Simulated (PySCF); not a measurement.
## N⁺: ionisation energy

N⁺ [He] 2s2 2p2 (3P) → N²⁺ [He] 2s2 2p1 (2P), as a difference of total energies. Computed with PySCF 2.14 in aug-cc-pVQZ-DK, with scalar relativity by spin-free X2C-1e. Correlated levels: valence: 1s2 frozen. The calculations carry no spin-orbit coupling.

| method | ionisation energy (eV) |
| --- | --- |
| UHF | 29.199 |
| MP2 (valence) | 29.659 |
| SCS-MP2 (valence) | 29.516 |
| CCSD (valence) | 29.498 |
| CCSD(T) (valence) | 29.516 |

Problem. How much does correlation contribute at CCSD(T) (valence)?

Solution. 29.516 − (29.199) = 0.317 eV, measured against UHF.

Errors of the correlated levels include the incompleteness of this basis and the frozen core.

For comparison: 29.601 eV (semi-empirical (NIST evaluation); NIST Atomic Spectra Database, ionization energies).
